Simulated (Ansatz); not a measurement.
NTi (`[N]#[Ti]`) radical, 2 atoms. Charge 0, multiplicity 2. Correlated methods include outer-core shells of Ti, which these sets cover unevenly. Scalar relativity is left out up to krypton. Hardware: A = 2 threads of an AMD EPYC 7R13 on a shared host; B = 2 threads of an AMD EPYC 7R13 on a shared host and a share of an NVIDIA H100 80 GB. Correlated methods freeze the cores. Open-shell runs search over several starts.

Task: Give the basis size and wall time and peak host memory of each of these runs in Ansatz. UKS ωB97M-V/def2-QZVPP energy [A]; UKS PBE0-D4/def2-TZVP relaxation (6 steps) [A]; UHF-CCSD(T)/def2-QZVPP energy [B]; UKS PBE0-D4/def2-SVP energy [A]; UKS r2SCANh-D4/def2-TZVPP energy [A]; UHF-CCSD(T)/def2-TZVPP energy [A]; UKS B2PLYP (frozen core)/def2-TZVPP energy [A]; UKS ωB97M-V/def2-TZVPP energy and forces [A]; UKS BLYP-D4/def2-TZVPP energy [A]; UKS PBE0-D4/def2-TZVP frequencies [A]; direct RPA on PBE orbitals/def2-TZVPP energy [A]; UHF-CCSD(T)/def2-SVP energy [A]. (Estimate.)

Result: Computed: Other jobs shared the machine, so times are rough.

```json
{"level": "UKS PBE0-D4/def2-SVP", "job": "energy [A]", "functions": "45", "wall time": "1.8 s", "peak host memory (GiB)": "0.19"}
{"level": "UKS B2PLYP (frozen core)/def2-TZVPP", "job": "energy [A]", "functions": "95", "wall time": "6.5 s", "peak host memory (GiB)": "0.28"}
{"level": "UHF-CCSD(T)/def2-SVP", "job": "energy [A]", "functions": "45", "wall time": "7 s", "peak host memory (GiB)": "0.19"}
{"level": "UKS r2SCANh-D4/def2-TZVPP", "job": "energy [A]", "functions": "95", "wall time": "8 s", "peak host memory (GiB)": "0.27"}
{"level": "UKS BLYP-D4/def2-TZVPP", "job": "energy [A]", "functions": "95", "wall time": "12 s", "peak host memory (GiB)": "0.24"}
{"level": "direct RPA on PBE orbitals/def2-TZVPP", "job": "energy [A]", "functions": "95", "wall time": "13 s", "peak host memory (GiB)": "0.23"}
{"level": "UKS PBE0-D4/def2-TZVP", "job": "frequencies [A]", "functions": "76", "wall time": "13 s", "peak host memory (GiB)": "0.26"}
{"level": "UHF-CCSD(T)/def2-TZVPP", "job": "energy [A]", "functions": "95", "wall time": "18 s", "peak host memory (GiB)": "0.53"}
{"level": "UKS PBE0-D4/def2-TZVP", "job": "relaxation (6 steps) [A]", "functions": "76", "wall time": "23 s", "peak host memory (GiB)": "0.25"}
{"level": "UHF-CCSD(T)/def2-QZVPP", "job": "energy [B]", "functions": "150", "wall time": "29 s", "peak host memory (GiB)": "0.86"}
{"level": "UKS ωB97M-V/def2-TZVPP", "job": "energy and forces [A]", "functions": "95", "wall time": "35 s", "peak host memory (GiB)": "0.41"}
{"level": "UKS ωB97M-V/def2-QZVPP", "job": "energy [A]", "functions": "150", "wall time": "41 s", "peak host memory (GiB)": "0.6"}
```

The UHF reference is spin-contaminated (⟨S²⟩ = 1.27, T1 = 0.074).
